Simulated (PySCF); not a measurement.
**Scalar relativity in Si⁺ (silicon, charge +1)**

[Ne] 3s2 3p1, 2P determinant; PBE calculated with PySCF 2.14 in dyall-acv3z (19s12p6d4f, 113 functions), once non-relativistic with a point nucleus and once with spin-free X2C-1e and a Gaussian nucleus.

```csv
shell,ε non-rel. (eV),"rms r non-rel. (bohr, spins averaged)"
1s α,-1790.8,0.1295
1s β,-1790.7,0.1295
2s α,-148.31,0.6227
2s β,-148.21,0.6227
2p α,-105.09,0.6040
2p β,-104.95,0.6040
3s α,-19.265,2.213
3s β,-18.378,2.213
3p α,-12.200,2.640
```

Q: How does scalar relativity move these shells?

A: 1s α: ε -1794.9 eV, radius -0.39 %; 1s β: ε -1794.8 eV, radius -0.39 %; 2s α: ε -148.92 eV, radius -0.32 %; 2s β: ε -148.82 eV, radius -0.32 %; 2p α: ε -105.03 eV, radius -0.07 %; 2p β: ε -104.89 eV, radius -0.07 %; 3s α: ε -19.312 eV, radius -0.21 %; 3s β: ε -18.425 eV, radius -0.21 %; 3p α: ε -12.189 eV, radius 0.02 %.

The total energy goes from -288.9325 to -289.5449 hartree.

Ionisation energy, Si⁺ [Ne] 3s2 3p1 (2P) → Si²⁺ [Ne] 3s2 (1S) (eV):

```csv
method,non-relativistic,spin-free X2C,shift
UHF,15.846,15.835,-0.012
LDA,16.370,16.358,-0.012
PBE,16.411,16.399,-0.012
PBE0,16.436,16.424,-0.012
r2SCAN,16.534,16.522,-0.012
MP2 (valence),16.116,16.105,-0.011
SCS-MP2 (valence),16.104,16.094,-0.011
MP2 (valence and next inner shell),16.135,16.123,-0.011
SCS-MP2 (valence and next inner shell),16.121,16.110,-0.011
CCSD (valence),16.228,16.217,-0.010
CCSD(T) (valence),16.259,16.248,-0.011
CCSD (valence and next inner shell),16.254,16.243,-0.011
CCSD(T) (valence and next inner shell),16.279,16.268,-0.011
```

Relativity contracts and stabilises s shells directly. The contracted s shells screen the nucleus better, so for spin-averaged p shells the direct and indirect effects partly cancel.
